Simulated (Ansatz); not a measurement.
A nudged elastic band was laid between two geometries of CH$_{5}$ClMgO (9 atoms, charge 0, multiplicity 1).

Level of theory: RKS B3LYP-D4/def2-SVPD (Ansatz).

```json
{
  "movable images": "5",
  "climbing image": "yes",
  "spring": "5.0 eV/Å²",
  "optimiser": "quadratic models (default)",
  "start path": "through a guess of the saddle point",
  "force threshold": "0.05 eV/Å",
  "iteration limit": "60",
  "end points": "relaxed"
}
```

Initial state:

```xyz
9
Properties=species:S:1:pos:R:3
Mg -0.602 0.268 0.271
O -0.067 0.969 -1.623
C 0.629 -1.133 1.212
H -0.750 1.606 -1.891
Cl -2.434 1.638 0.137
H 0.605 0.887 -2.308
H 0.080 -2.050 1.486
H 1.471 -1.445 0.570
H 1.069 -0.741 2.145
```

Final state:

```xyz
9
Properties=species:S:1:pos:R:3
Mg -0.657 0.193 0.227
O -0.001 1.072 -1.550
C 0.613 -1.155 1.197
H -0.713 1.660 -1.853
Cl -2.592 1.395 -0.026
H 0.747 1.102 -2.157
H 0.078 -1.794 1.919
H 1.113 -1.832 0.483
H 1.412 -0.642 1.760
```

**Question.** What changes between the two ends?

**Answer.** No bond is made or broken.

**Question.** Give the energies along the band, and the barrier.

**Answer.** The forces met the threshold. The highest image is number 0 of 0 to 6, 0.0 kcal/mol above the ends, which have the same energy within 2 meV. The highest image is an end point: on this band no image between the ends rises above it.

```csv
image,path coordinate (Å),energy (kcal/mol)
0,0.00,0.0
1,0.18,0.0
2,0.35,0.0
3,0.53,0.0
4,0.70,0.0
5,0.88,0.0
6,1.06,0.0
```

The band took 35 iterations and roughly 30 core-minutes.

Run time: 9 min on 4 threads of Arm Neoverse N1 (shared host), peak memory 0.39 GiB.
